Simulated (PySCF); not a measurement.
# Pm⁴⁷⁺: ionisation energy

Pm⁴⁷⁺ [Ne] 3s2 3p2 [3p1/2^2, M_J = 0] → Pm⁴⁸⁺ [Ne] 3s2 3p1 [3p1/2^1, M_J = 1/2], as a difference of total energies. All numbers are calculated (PySCF 2.14, the two-component X2C-1e Hamiltonian, in an uncontracted even-tempered set (18 s from 12 bohr⁻², ratio 2.4; 14 p from 15 bohr⁻², ratio 2.4; 4 d from 52 bohr⁻², ratio 2.6; 4 f from 78 bohr⁻², ratio 2.6)). Correlated levels: 1s2 frozen; the 54 highest virtual spinors dropped. "Screened" scales the spin-orbit matrix elements by Boettger's factors to mimic the two-electron term; Breit and QED terms are absent.

| method | ionisation energy (eV) |
| --- | --- |
| GHF (spin-free) | 3969.2 |
| GMP2 (spin-free) | 3969.9 |
| GHF (screened spin-orbit) | 4059.4 |
| GMP2 (screened spin-orbit) | 4061.3 |

Breit and QED terms and the two-electron picture change are absent.

The spin-free rows relax to the high-spin LS determinant and lack the spin-orbit shift.

The labels give the starting determinants; with spin-orbit coupling the two ends relaxed to ⟨J²⟩ = 0.00, ⟨L²⟩ = 1.34, ⟨S²⟩ = 1.34 and ⟨J²⟩ = 0.75, ⟨L²⟩ = 2.01, ⟨S²⟩ = 0.76.

For comparison: 4056 ± 4 eV (theoretical estimate listed by NIST; NIST Atomic Spectra Database, ionization energies).
